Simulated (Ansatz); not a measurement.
Start from `N[Si@H](F)S[Si@@H](N)Cl` and change one atom or group to get `N[SiH2]S[SiH](N)F`.

Ansatz, PBE0-D4/def2-TZVP geometries, multiplicity 1. Each molecule was computed in one conformer, which needn't be the lowest.

```tsv
property	`N[Si@H](F)S[Si@@H](N)Cl`
HOMO energy (PBE/def2-TZVPP) / eV	-6.39
LUMO energy (ωB97M-V/def2-TZVPP) / eV	1.90
HOMO–LUMO gap (PBE/def2-TZVPP) / eV	5.78
HOMO energy (PBE0/def2-TZVPP) / eV	-7.81
HOMO energy (B3LYP/def2-TZVPP) / eV	-7.55
size of the dipole moment (PBE/def2-TZVPP) / D	3.18
```

Question: What does the change do to each property? (An estimate is asked.)

Answer: The calculation gave: 
```json
{"property": "HOMO energy (PBE/def2-TZVPP) / eV", "`N[SiH2]S[SiH](N)F`": "-6.15", "shift": "0.24"}
{"property": "LUMO energy (ωB97M-V/def2-TZVPP) / eV", "`N[SiH2]S[SiH](N)F`": "1.74", "shift": "-0.16"}
{"property": "HOMO–LUMO gap (PBE/def2-TZVPP) / eV", "`N[SiH2]S[SiH](N)F`": "5.48", "shift": "-0.30"}
{"property": "HOMO energy (PBE0/def2-TZVPP) / eV", "`N[SiH2]S[SiH](N)F`": "-7.46", "shift": "0.35"}
{"property": "HOMO energy (B3LYP/def2-TZVPP) / eV", "`N[SiH2]S[SiH](N)F`": "-7.20", "shift": "0.35"}
{"property": "size of the dipole moment (PBE/def2-TZVPP) / D", "`N[SiH2]S[SiH](N)F`": "2.24", "shift": "-0.94"}
```

With PBE0 the HOMO rises by 0.35 eV and the LUMO falls by 0.10 eV, so the gap narrows by about 0.45 eV. PBE moves the HOMO by 0.24 eV and ωB97M-V by 0.40 eV. Dipoles are sizes alone; their direction can turn.

B3LYP here is the variant with VWN-RPA as its local correlation; programs differ in this.
